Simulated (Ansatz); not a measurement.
Calculated with Ansatz (gas phase, PBE0-D4/def2-TZVP geometries, no zero-point term in ΔE). CBS: MP2 limit from def2 TZ/QZ plus the TZ coupled-cluster correction, frozen cores. DFT in def2-TZVPP. B3LYP here is the variant with VWN-RPA as its local correlation; programs differ in this. For Ge, Se outer-core shells are correlated without core-valence functions, which leaves a few kJ/mol of doubt a bond. Scalar relativity is left out up to krypton. One conformer a species, not always the lowest.

`[F][Ge]([F])([F])[Cl]` + `N[SiH2]C[SeH]` → `[F][Ge]([F])([F])[SeH]` + `N[SiH2]CCl`  (redistribution)

`[F][Ge]([F])([F])[Cl]`:

```xyz
5

F    -1.407    0.755   -0.630
Ge    0.005    0.012   -0.047
F     0.307   -1.351   -1.013
F     1.290    1.100   -0.272
Cl   -0.194   -0.515    1.962
```

`N[SiH2]C[SeH]`:

Cartesian coordinates in Å:
```
N -1.391 1.022 0.163
Si -0.693 -0.493 -0.231
C 0.958 -0.620 0.639
Se 2.132 0.833 0.042
H -0.869 1.864 -0.026
H -2.381 1.167 0.053
H -0.416 -0.730 -1.682
H -1.646 -1.542 0.227
H 0.834 -0.452 1.711
H 1.465 -1.574 0.494
H 2.007 0.525 -1.390
```

`[F][Ge]([F])([F])[SeH]`:

```xyz
6

F     0.179    0.198   -1.830
Ge   -0.313   -0.278   -0.264
F     0.438   -1.795   -0.026
F    -1.996   -0.563   -0.338
Se    0.128    1.267    1.381
H     1.564    1.171    1.078
```

`N[SiH2]CCl`:

```xyz
10

N     0.207    1.689   -0.106
Si   -0.678    0.264    0.229
C     0.297   -1.343    0.053
Cl    0.944   -1.443   -1.614
H     0.562    1.854   -1.034
H     0.810    2.089    0.593
H    -1.823    0.164   -0.709
H    -1.142    0.344    1.641
H     1.149   -1.394    0.732
H    -0.326   -2.225    0.214
```

| level | ΔE (eV) |
| --- | --- |
| PBE-D4 | 0.24 |
| B2PLYP | 0.30 |
| B3LYP | 0.22 |
| HF/def2-TZVPP | 0.34 |
| CCSD/def2-TZVPP | 0.38 |
| HF/def2-QZVPP | 0.34 |
| MP2/CBS(def2) | 0.34 |
| CCSD/CBS(def2) | 0.31 |

**Question.** What does CCSD(T)/CBS give? (An estimate is asked.)

**Answer.** Computed: +0.31 eV. The listed levels differ from it by -0.07, -0.01, -0.09, 0.03, 0.07, 0.03, 0.03, 0.00 eV.

Largest T1 diagnostic among the species: 0.012.

In def2-TZVPP, CCSD(T) changes the Hartree–Fock value by +0.04 eV (the triples alone add +0.00 eV) and MP2 by +0.07 eV. From PBE to PBE0 (25 % exact exchange), in def2-TZVPP and without D4, ΔE moves by +0.05 eV.
